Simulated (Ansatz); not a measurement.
Job for Ansatz (a program for electronic structure): R-PBE/def2-TZVPPD on HBr (SMILES Br) with ghost functions, monomers drawn apart or pushed together. Files ending in .json are basis or fitting sets from the Basis Set Exchange.

Ansatz 0.2 input:
```yaml
crystal:
  periodic: [false, false, false]
  atoms:
    - {symbol: Br, position_ang: [-0.61339796, 0.01650947, 4.73192702]}
    - {symbol: H, position_ang: [-0.40665967, -0.40567356, 3.35135357]}
basis:
  gaussian:
    orbitals: def2-TZVPPD.json
    ghost_atoms:
      - {symbol: C, position_ang: [-0.15652583, 0.48939486, 0.21188033]}
      - {symbol: O, position_ang: [-0.17822663, -0.76300003, 0.90543363]}
      - {symbol: H, position_ang: [-0.03892973, 0.33832945, -0.86339618]}
      - {symbol: H, position_ang: [0.70400718, 1.03688556, 0.58944981]}
      - {symbol: H, position_ang: [-1.06008183, 1.07226993, 0.40661723]}
      - {symbol: H, position_ang: [-0.93561465, -1.27924997, 0.60774502]}
hamiltonian:
  xc: {name: PBE}
scf: {lower_state_search: off}
```

The head of its log:

```
WARN ansatz: RAYON_NUM_THREADS=1 ignored (pool sized by the plan → 1); use --threads N
Functional definition: PBE
these checks for a lower state are left out or cut short: stability, starts, cluster_reference, orbital_swaps, neighbouring_geometries, increment
integrals: 0.12 GiB planned
1025 factors; their error is unknown
mean field: 0.88 GiB planned
mean field evaluation 1: about -70051.9843 eV, gradient 1.0e1 eV
mean field evaluation 2: about -70052.0648 eV, gradient 6.2e0 eV
```

What total energy does the run end on?

-2574.3694 hartree.
